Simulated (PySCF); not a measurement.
C₃H₃N, SMILES C=CC#N. The structure is a stationary point at PBE-D3(BJ)/def2-SVP.

The numbers are results of PBE-D3(BJ)/def2-SVP (PySCF 2.14.0), not measurements.

Harmonic wavenumbers (cm⁻¹): 221, 336, 552, 688, 872, 930, 965, 1063, 1253, 1372, 1635, 2271, 3091, 3101, 3199. Rotational constants (GHz): 50.15, 4.858, 4.429; symmetry number 1.

Q: Work out the zero-point energy and the ideal-gas rigid-rotor harmonic-oscillator thermochemistry at 298.15 K and 1 atm.

A: ZPE = ½ Σ hcν = ½ × 21551 cm⁻¹ = 128.90 kJ/mol. H − E(el) = 142.53 kJ/mol. Entropy in J/(mol K): translation 158.28, rotation 97.13, vibration 19.07, total 274.47. G − E(el) = 60.70 kJ/mol. Cp = 64.50 J/(mol K).
